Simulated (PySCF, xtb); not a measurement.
C₅H₆O, SMILES C#CC(=C)OC. The values are those of a single conformer.

Harmonic wavenumbers (cm⁻¹) from GFN2-xTB run with xtb 6.7.1 at its own minimum, in rising order: 91, 146, 173, 234, 284, 415, 538, 551, 662, 684, 704, 792, 827, 914, 1094, 1132, 1155, 1272, 1368, 1410, 1467, 1481, 1651, 2249, 2931, 2949, 3029, 3138, 3177, 3392.

Q: What does B3LYP-D3(BJ)/def2-SVP in PySCF 2.14.0 give at its own minimum? (An estimate is asked for; the answer gives what the named calculation found.)

A: 30, 169, 186, 285, 316, 460, 622, 652, 663, 705, 722, 781, 850, 914, 1152, 1170, 1197, 1319, 1390, 1463, 1471, 1482, 1683, 2209, 3013, 3090, 3144, 3172, 3286, 3469. Paired by order, the mean absolute difference is 46 cm⁻¹ and the zero-point energies are 57.1 and 58.7 kcal/mol.
